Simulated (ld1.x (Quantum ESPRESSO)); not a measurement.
Re (Z = 75): from the effect back to the setting (TM)

Base potential:

```json
{
  "Element": "Re (Z = 75)",
  "Generator": "ld1.x (Quantum ESPRESSO) 7.5",
  "Type": "norm-conserving Troullier–Martins (Kleinman–Bylander form)",
  "Functional": "LDA (PZ)",
  "Relativity": "scalar-relativistic",
  "Frozen core": "[Kr] 4d10 4f14",
  "Valence charge": "15",
  "Reference configuration": "5s2 5p6 5d5 6s0 6p0 (charge +2)",
  "Partial waves": "5s (bound): rc 1.60 bohr; 5p (bound): rc 2.05 bohr; 5d (bound): rc 2.05 bohr",
  "Local potential": "all-electron potential smoothed inside 1.60 bohr (lloc = -1)",
  "Core correction": "a·sin(br)/r model core, default radius (core density twice the valence density)"
}
```

Cutoffs, loose and tight: the cutoffs (Ry, on a coarse ladder) from which the occupation-weighted sum of valence levels, in a spherical-Bessel basis at the reference potential, stays within 10 and 1 mRy of its value at 400 Ry. They do not see the model core or the augmentation charge, which bear on the density cutoff. Test errors are all-electron minus pseudo excitation energies from the reference, over the configurations 5s2 5p6 5d5 6s2 6p0; 5s2 5p6 5d5 6s1 6p0; 5s2 5p6 5d4 6s0 6p0; 5s2 5p6 5d5 6s1 6p1; 5s2 5p6 5d6 6s1 6p0; 5s2 5p6 5d5 6s1.5 6p0; 5s2 5p6 5d5.5 6s1.5 6p0 (two spin-polarised tests are not counted in the largest error); variants that change the core or the reference have their own tests.

Only the scale of all radii but the core radius (base = 1) is moved:

| scale of all radii but the core radius (base = 1) | cutoff, loose | cutoff, tight | bound ghosts | largest test error (meV) |
| --- | --- | --- | --- | --- |
| 0.75 | 100 Ry | 180 Ry | s | 7 of 9 tests not solved or not reliable |
| 0.87 | 80 Ry | 140 Ry | none | +735 |
| 1.15 | 35 Ry | 60 Ry | none | -2085 |
| 1.22 | 30 Ry | 50 Ry | s | 7 of 9 tests not solved or not reliable |
| 1.38 | 30 Ry | 45 Ry | none | +3253 |

Task: One more run gave cutoff, loose: 55 Ry; cutoff, tight: 80 Ry; bound ghosts: none; largest test error (meV): +35. Which value of the scale of all radii but the core radius (base = 1) was used?

Result: 1.02. The tight cutoff moves one way along this sweep, from 180 Ry at 0.75 to 45 Ry at 1.38, which places the run between 0.87 and 1.15.
